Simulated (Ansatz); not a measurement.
**Which method gave which barrier?**

Saddle point of SiNH$_{5}$BrCl, closed shell (SiNH₄Cl ([NH2][SiH2][Cl]) + HBr → SiNH₄Br ([NH2][SiH2][Br]) + HCl; bonds formed: Si1–Br7, Cl2–H6; bonds broken: Si1–Cl2, H6–Br7), PBE0-D4/def2-TZVP structure:

Si1  (-0.350, -0.462, -0.003)
Cl2  (1.821, -1.312, 0.955)
H3  (-0.165, -1.641, -0.888)
H4  (-1.264, -0.849, 1.085)
N5  (-0.692, 0.714, -1.163)
H6  (1.602, -0.063, 1.547)
Br7  (0.457, 1.437, 1.585)
H8  (-0.692, 0.475, -2.141)
H9  (-0.716, 1.702, -0.978)
(Å)

Program: Ansatz 0.2.0. Basis: def2-TZVPP, with def2-QZVPP for the basis limit. Cores are frozen in the correlated methods. Filled d shells of the heavier atoms are correlated. The def2 sets are not built for correlating such inner shells, so the correlated values are less sure here. Extrapolation: Hartree–Fock as exp(−7.88 √X), correlation as X^−2.97. Four methods, as single points on the PBE0-D4 structures, gave these electronic barriers from the start structure: 84.3, 122.9, 153.1, 199.6 kJ/mol.

**Question.** The methods were, in alphabetical order, BHLYP-D4, HF, PBE0-D4, SPW92. Which gave which? (Judge from chemistry; the calculation decides.)

**Answer.** The calculation gives: SPW92 84.3; PBE0-D4 122.9; BHLYP-D4 153.1; HF 199.6 kJ/mol. For comparison, CCSD(T) at an estimated basis limit (MP2 extrapolated from triple and quadruple zeta, plus CCSD(T) − MP2 in triple zeta) gives 141.4 kJ/mol.

T1 diagnostic: at most 0.010.

Labels in which every atom is bracketed show which atoms are joined, not bond orders.

For scale, one of the runs: CCSD(T)/def2-TZVPP, 233 basis functions, launched by `ansatz run in.yaml --threads 8 --pin off --events-out ev --progress --plain --max-ram 19148MiB`. Hardware: 8 CPU threads of an Arm Neoverse V2, shared host. Wall time 76 s; peak host memory 4 GiB.
